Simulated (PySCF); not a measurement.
Polarisability and C₆ of Tm⁺ (thulium, charge +1)

[Xe] 4f13 6s1, high-spin 3F determinant. All numbers are calculated (PySCF 2.14, scalar relativity by spin-free X2C-1e, in ANO-RCC-VTZP (8s7p5d3f2g1h, 104 functions)). Coupled (time-dependent) response in atomic units; α is the mean over directions. The basis has no added diffuse functions, which lowers α and C₆.

```csv
method,mean α (bohr³),"α xx, yy, zz",C₆ (like pair),S(−4)
UHF,84.52,"85.84, 85.84, 81.89",719.5,5792
```

S(−4) is the Cauchy moment in α(ω) = α(0) + S(−4) ω² + …

Spin-orbit coupling is absent.

α(iu) at UHF:

```
u (hartree)  α(iu) (bohr³)
          0          84.52
     0.0500          72.30
      0.100          51.23
      0.200          25.69
      0.300          15.66
      0.500          8.652
      0.750          5.721
       1.00          4.327
       1.50          2.874
       2.00          2.104
       3.00          1.312
       5.00         0.6799
```

A single London oscillator, α(iu) = α/(1 + u²/ω²), gives C₆ = (3/4) ω α². Matching the computed C₆ needs ω = 4 × 719.5 / (3 × 84.52²) = 0.134 hartree.

For an ion, C₆ is the dispersion term alone; charge-induced terms of lower order in 1/R come first.

The components differ because the open shell of this determinant is not spherical; for a pure term their mean is the scalar polarisability.

Spin-orbit coupling, absent here, splits the open shell strongly.
